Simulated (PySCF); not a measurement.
# Working out the electron affinity of Sn

Sn⁻ [Kr] 4d10 5s2 5p3 (4S) → Sn [Kr] 4d10 5s2 5p2 (3P). Computed with PySCF 2.14 in aug-cc-pVTZ-PP with ECP28MDF, with scalar relativity through the core potential. Frozen: 4s2 4p6 4d10. Energies in hartree (1 hartree = 27.21139 eV):

```json
{"part": "UHF", "Sn⁻ (lower)": "-213.375479", "Sn (upper)": "-213.340271"}
{"part": "MP2 opposite-spin", "Sn⁻ (lower)": "-0.041477", "Sn (upper)": "-0.035996"}
{"part": "MP2 same-spin", "Sn⁻ (lower)": "-0.017017", "Sn (upper)": "-0.007630"}
```

Problem. What does Hartree-Fock give?

Solution. (-213.340271) − (-213.375479) = 0.035208 hartree = 0.958 eV.

Problem. What do MP2 and SCS-MP2 (6/5 opposite-spin, 1/3 same-spin) give?

Solution. The opposite-spin parts differ by 0.149 eV and the same-spin parts by 0.255 eV. MP2: 0.958 + (0.149) + (0.255) = 1.362 eV. SCS-MP2: 0.958 + 1.2 × (0.149) + (0.255)/3 = 1.222 eV.

Reference: 1.112 eV (measured; photodetachment measurements, as compiled on the Wikipedia data page of electron affinities), between the lowest levels; spin-orbit coupling is absent from the calculation.

What remains against the reference includes basis incompleteness, the frozen core and correlation beyond second order.
